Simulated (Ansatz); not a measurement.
Conformers of C₂H₉FN₂Si (`CN(C)[SiH](N)F`), each relaxed with PBE0-D4/def2-TZVP in Ansatz. CBS adds the triple-zeta coupled-cluster correction to the MP2 limit.

Not all of them had a frequency check.

Conformer A:

Z-matrix (Å, degrees):
```
C
N 1 1.444
H 1 1.098 2 110.7
H 1 1.099 2 111.9 3 -119.7
H 1 1.091 2 110.5 3 119.6
C 2 1.444 1 113.3 3 60.5
Si 2 1.703 1 121.9 3 -134.4
H 6 1.097 2 110.6 1 -59.9
H 6 1.099 2 111.8 1 59.7
H 6 1.090 2 110.7 1 -179.4
N 7 1.695 2 109.0 1 45.0
F 7 1.605 2 104.6 1 169.0
H 7 1.484 2 118.0 1 -75.5
H 11 1.007 7 122.3 2 50.4
H 11 1.006 7 120.9 2 -155.1
```

Conformer B:

Z-matrix (Å, degrees):
```
C
N 1 1.443
H 1 1.098 2 110.8
H 1 1.092 2 110.5 3 -119.6
H 1 1.099 2 111.9 3 120.1
C 2 1.444 1 113.6 3 -59.7
Si 2 1.697 1 122.2 3 132.2
H 6 1.091 2 110.2 1 179.5
H 6 1.098 2 111.7 1 -60.1
H 6 1.098 2 110.8 1 59.8
N 7 1.701 2 109.3 1 -151.9
F 7 1.606 2 115.7 1 92.5
H 7 1.482 2 105.9 1 -23.1
H 11 1.006 7 120.7 2 -151.9
H 11 1.005 7 121.9 2 55.1
```

Q: Which is lowest in electronic energy at CCSD(T)/CBS (frozen core, def2 sets), and by how much? (An estimate is asked.)

A: Computed: B; A lies 2.4 kJ/mol higher.

Q: Give the energies relative to B (kJ/mol) with PBE-D4/def2-TZVPP, PBE0-D4/def2-TZVPP, B3LYP-D4/def2-TZVPP, ωB97X-V/def2-TZVPP, B3LYP/def2-TZVPP, CCSD(T)/def2-TZVPP, HF/CBS(def2). (An estimate is asked.)

A: Computed: 
```
              level    A
  PBE-D4/def2-TZVPP  2.7
 PBE0-D4/def2-TZVPP  2.5
B3LYP-D4/def2-TZVPP  2.3
 ωB97X-V/def2-TZVPP  2.1
   B3LYP/def2-TZVPP  2.4
 CCSD(T)/def2-TZVPP  2.5
       HF/CBS(def2)  1.8
```

B3LYP here is the variant with VWN-RPA as its local correlation; programs differ in this.
